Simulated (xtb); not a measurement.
GaH2Br, SMILES [Br][GaH2]. All values are semi-empirical tight-binding results from xtb (GFN2-xTB unless named), good for trends rather than for accurate numbers. Coordinates come from a GFN2-xTB optimisation.

Optimised geometry:

Bonds (Å): Ga1–H2 1.555, Ga1–H3 1.555, Ga1–Br4 2.264. Bond angles (°): H2–Ga1–H3 122.5, H2–Ga1–Br4 118.7, H3–Ga1–Br4 118.7.

For metal compounds this method's bond lengths and energies can be far off.

```
Quantity                                      Result
-------------------------------------  -------------
point group as xtb finds it                      C2v
orbital gap                                  5.24 eV
zero-point energy                       7.3 kcal/mol
G − E(el) at 298.15 K (modified RRHO)  -9.5 kcal/mol
```

Problem. Give the atomic charges and the Wiberg bond orders between heavy atoms. (An estimate is asked for; the answer gives what the named calculation found.)

Solution. charges (e) Ga1 0.20, H2 -0.06, H3 -0.06, Br4 -0.08. Bond orders Ga1–Br4 1.35.
